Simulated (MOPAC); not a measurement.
A run for MOPAC: PM6 on MoBr, 2S+1 = 6, a spin state set in the input, which need not be the lowest, a point of a bond scan (R = 2.443 Å).

```
PM6 1SCF PRECISE CHARGE=0 UHF MS=2.5 THREADS=1
BrMo

Mo     0.00000000 1     0.00000000 1     0.00000000 1
Br     0.00000000 1     0.00000000 1     2.44265200 1
```

The log:

```
*******************************************************************************
 **                                                                           **
 **                              MOPAC v23.2.5                                **
 **                                                                           **
 *******************************************************************************
 ** MOPAC's Digital Object Identifier: https://doi.org/10.5281/zenodo.6511958 **
 **                                                                           **
 ** Please cite the open-source release paper for use of this MOPAC version:  **
 ** J. E. Moussa and J. J. P. Stewart (2026)                                  **
 ** MOPAC: An open-source semiempirical molecular orbital program             **
 ** J. Open Source Softw., 11(119), 8025, https://doi.org/10.21105/joss.08025 **
 *******************************************************************************

                              PM6 CALCULATION RESULTS

 *******************************************************************************
 *  PM6        - The PM6 Hamiltonian to be used
 *  UHF        - UNRESTRICTED HARTREE-FOCK CALCULATION
 *
 *
 *
 *                 CHARGE ON SYSTEM = 0
 *
 *
 *
 *  MS=        - IN MECI, MAGNETIC COMPONENT OF SPIN =  2.5
 *  PRECISE    - TIGHTER CRITERIA TO BE USED
 *  1SCF       - DO 1 SCF AND THEN STOP
 *  THREADS=1  - MULTI-THREADING NOT USED
 *  T=         - A TIME OF 172800.0 SECONDS REQUESTED
 *  DUMP=N     - RESTART FILE WRITTEN EVERY 7200.0 SECONDS REQUESTED
 *******************************************************************************
PM6 1SCF PRECISE CHARGE=0 UHF MS=2.5 THREADS=1
 BrMo

   ATOM   CHEMICAL          X               Y               Z
  NUMBER   SYMBOL      (ANGSTROMS)     (ANGSTROMS)     (ANGSTROMS)

     1      Mo          0.00000000  *   0.00000000  *   0.00000000  *
     2      Br          0.00000000  *   0.00000000  *   2.44265200  *



          CARTESIAN COORDINATES

    NO.       ATOM           X           Y           Z

     1        Mo          0.0000      0.0000      0.0000
     2        Br          0.0000      0.0000      2.4427

 General Reference for PM6:
 "Optimization of Parameters for Semiempirical Methods V: Modification of NDDO Approximations
 and Application to 70 Elements", J. J. P. Stewart, J. Mol. Mod., 13, 1173-1213 (2007)
 URL: https://link.springer.com/article/10.1007/s00894-007-0233-4

           Empirical Formula: Mo Br  =     2 atoms



      MOLECULAR POINT GROUP   :   C*v


          UHF CALCULATION, NO. OF ALPHA ELECTRONS =    9
                           NO. OF BETA  ELECTRONS =    4

 -------------------------------------------------------------------------------
 PM6 1SCF PRECISE CHARGE=0 UHF MS=2.5 THREADS=1
 BrMo



     1SCF WAS SPECIFIED, SO BFGS WAS NOT USED
     SCF FIELD WAS ACHIEVED


                              PM6 CALCULATION
                                                       MOPAC v23.2.5 Linux




          FINAL HEAT OF FORMATION =         96.38831 KCAL/MOL =     403.28870 KJ/MOL


          COSMO AREA              =        107.11 SQUARE ANGSTROMS
          COSMO VOLUME            =         97.47 CUBIC ANGSTROMS

          IONIZATION POTENTIAL    =          7.280336 EV
          ALPHA SOMO LUMO (EV)    =         -7.280  2.170
          BETA  SOMO LUMO (EV)    =         -9.260  2.450
          NO. OF ALPHA ELECTRONS  =          9
          NO. OF BETA  ELECTRONS  =          4
          MOLECULAR WEIGHT        =        175.8440         POINT GROUP:  C*v

          MOLECULAR DIMENSIONS (Angstroms)

            Atom       Atom       Distance
           Br     2   Mo     1     2.44265
           Br     2   Mo     1     0.00000
           Mo     1   Br     2     0.00000


          SCF CALCULATIONS        =          1





   ATOM   CHEMICAL          X               Y               Z
  NUMBER   SYMBOL      (ANGSTROMS)     (ANGSTROMS)     (ANGSTROMS)

     1      Mo          0.00000000  *   0.00000000  *   0.00000000  *
     2      Br          0.00000000  *   0.00000000  *   2.44265200  *

                             CARTESIAN COORDINATES

   1   Mo        0.000000000     0.000000000     0.000000000
   2   Br        0.000000000     0.000000000     2.442652000


           Empirical Formula: Mo Br  =     2 atoms



      MOLECULAR POINT GROUP   :   C*v


          ALPHA EIGENVALUES
 -28.08734 -11.92619 -11.80536 -11.80536 -10.39168 -10.39168  -7.56960  -7.56960
  -7.28034   2.16971   2.54772   2.54772   3.40811 117.15486 117.15486 117.18701
 117.25342 117.25342


           BETA EIGENVALUES
 -26.74642  -9.83540  -9.26013  -9.26013   2.44995   2.44995   2.52592   2.86600
   2.86600   3.44499   4.95313   5.81639   5.81639 117.75020 117.75020 117.79324
 117.87852 117.87852


              NET ATOMIC CHARGES AND DIPOLE CONTRIBUTIONS

  ATOM NO.   TYPE          CHARGE      No. of ELECS.   s-Pop       p-Pop       d-Pop
    1         Mo           0.466691        5.5333     0.26275     0.09408     5.17648
    2         Br          -0.466691        7.4667     1.93696     5.52730     0.00243
 DIPOLE           X         Y         Z       TOTAL
 POINT-CHG.     0.000     0.000    -5.475     5.475
 HYBRID        -0.000     0.000    -0.480     0.480
 SUM           -0.000     0.000    -5.955     5.955


          ATOMIC ORBITAL ELECTRON POPULATIONS

     Atom    s        px        py        pz      x^2-y^2     xz        z^2       yz        xy
    1 Mo   0.26275   0.00975   0.00975   0.07457   0.99989   1.08927   0.99815   1.08927   0.99989
    2 Br   1.93696   1.90000   1.90000   1.72730   0.00011   0.00097   0.00027   0.00097   0.00011


                    (SZ)    =    2.500000
                    (S**2)  =    8.750476


          ATOMIC ORBITAL SPIN POPULATIONS

    Atom   Total    s     px     py     pz   x^2-y^2  xz     z^2    yz     xy
         Atomic
    1 Mo  4.7218  0.229  0.007  0.007  0.039  1.000  0.901  0.638  0.901  1.000
    2 Br  0.2782  0.001  0.091  0.091  0.093  0.000  0.001  0.000  0.001  0.000

 **********************
 *                    *
 * JOB ENDED NORMALLY *
 *                    *
 **********************




 == MOPAC DONE ==
```

The run finished.

Cost: around 0.010 core-seconds (rough).
